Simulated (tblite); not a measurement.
Run record: molecular-dynamics run, `CN1C=NC(C(F)(F)F)=N1`.

Computed with GFN2-xTB (tblite), gas phase: Langevin dynamics at 300 K from the optimised GFN2-xTB geometry, time step 0.5 fs, friction 0.01 fs⁻¹, 2000 steps. The input is one job of a driver script: a line of settings, then coordinates in Å. «temperature» is in K, «steps» counts time steps and «every» is the stride of the printed frames; «frames» go on to single points.

Command:
```bash
OMP_NUM_THREADS=1 python probes_run.py task.json out
```

Input:
```
{"job": {"kind": "md", "xc": "GFN2-xTB", "basis": "xTB", "temperature": 300, "steps": 2000, "every": 50, "frames": 5}, "charge": 0, "multiplicity": 1}
C     -2.280794     0.681780     0.223018
N     -1.012062     0.046305     0.018365
C     -0.731381    -1.225729    -0.313009
N      0.567381    -1.401708    -0.372736
C      1.056009    -0.186268    -0.060419
C      2.513871     0.121326    -0.014047
F      2.766723     1.264489     0.633254
F      3.216554    -0.837418     0.600175
F      3.038329     0.252800    -1.244500
N      0.125228     0.713633     0.179944
H     -2.128247     1.758039     0.177332
H     -2.982432     0.371659    -0.549938
H     -2.683206     0.420019     1.203369
H     -1.466652    -1.979401    -0.502974
```

Q: What does the run print? One trajectory will do; the random numbers aren't given.

A: 
```
t/fs     T/K      E/eV
    0.0   232.4   -913.79818
   25.0   196.1   -913.63827
   50.0   171.5   -913.50475
   75.0   145.3   -913.42299
  100.0   202.5   -913.41384
  125.0   200.8   -913.44879
  150.0   227.5   -913.51657
  175.0   274.4   -913.56788
  200.0   184.0   -913.41072
  225.0   222.5   -913.46098
  250.0   273.7   -913.56062
  275.0   201.7   -913.41065
  300.0   221.9   -913.49563
  325.0   280.4   -913.49181
  350.0   372.5   -913.46674
  375.0   284.2   -913.42733
  400.0   309.0   -913.33293
  425.0   349.7   -913.23511
  450.0   432.0   -913.33110
  475.0   285.6   -913.32097
  500.0   332.8   -913.50539
  525.0   246.8   -913.40572
  550.0   282.5   -913.42584
  575.0   264.1   -913.26916
  600.0   328.5   -913.48433
  625.0   131.6   -913.42631
  650.0   262.9   -913.58309
  675.0   188.9   -913.51800
  700.0   193.9   -913.41556
  725.0   183.5   -913.57550
  750.0   218.2   -913.50249
  775.0   173.1   -913.35489
  800.0   216.0   -913.17693
  825.0   310.6   -913.28319
  850.0   249.6   -913.29681
  875.0   296.2   -913.26713
  900.0   245.4   -913.22569
  925.0   341.9   -913.32706
  950.0   330.6   -913.30171
  975.0   287.6   -913.34521
 1000.0   294.5   -913.20477
```

E is the potential energy; T comes from the kinetic energy over all 3N coordinates.

Q: Sum up the printed frames.

A: 41 frames over 1000 fs. T runs from 132 K (625 fs) to 432 K (450 fs), with a mean of 255 K over all frames and 256 K from 500 fs on. E starts at -913.798 eV, peaks 0.621 eV above that at 800 fs, and averages 0.422 eV above it from 500 fs on.

Q: Give the last frame.

A: 0.99 Å rms from the start after alignment:
```
atom  x, y, z in Å
C1     -2.145   -0.131    0.968
N2     -0.790   -0.405    0.463
C3     -0.228   -1.478   -0.168
N4      1.072   -1.399   -0.129
C5      1.301   -0.278    0.634
C6      2.637    0.262    1.051
F7      2.658    0.567    2.365
F8      3.583   -0.616    0.952
F9      2.971    1.316    0.281
N10     0.169    0.323    0.909
H11    -2.853   -0.819    0.718
H12    -2.061   -0.090    2.080
H13    -2.322    0.929    0.608
H14    -0.720   -2.358   -0.448
```

On Arm Neoverse N1, one thread, no GPU, shared host with 64 logical CPUs at a one-minute load of 55, this took 18 s and 0.18 GiB of memory at its peak.
